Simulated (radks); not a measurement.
Species: Tc II. Configuration: [Kr] 4d5 5s1. All-electron calculation, scalar-relativistic Kohn-Sham, PBE, spin-polarised, spherical densities, finite nucleus; open shells are filled with parallel spins first (spin-orbit coupling, left out, can overturn this in heavy ions); Fermi nuclear charge, rms radius 4.4112 fm. Program: a radial shooting solver on a logarithmic mesh with Libxc functionals. Some entries of the table are withheld. Estimate them.

orbital,occ.,eigenvalue (eV),r(max) (bohr)
1s up,1,-20874.95,0.02228
1s down,1,-20874.94,0.02228
2s up,1,-2984.507,0.1262
2s down,1,-2983.871,0.1262
2p up,3,-2671.807,0.1008
2p down,3,-2671.329,0.1008
3s up,1,-525.7161,0.3723
3s down,1,-525.3734,0.3724
3p up,3,-423.0984,0.3657
3p down,3,-422.7109,0.3658
3d up,5,-257.0966,0.3114
3d down,5,-256.5001,0.3116
4s up,1,-81.8997,0.9516
4s down,1,-78.6081,0.9465
4p up,3,-54.0107,1.026
4p down,3,-50.4174,1.019
4d up,5,-15.3234,(1)
5s up,1,-12.1572,2.574
4d down,0,-11.4269,(2)

Answer. 
(1) 4d up r(max) (bohr): 1.274
(2) 4d down r(max) (bohr): 1.259
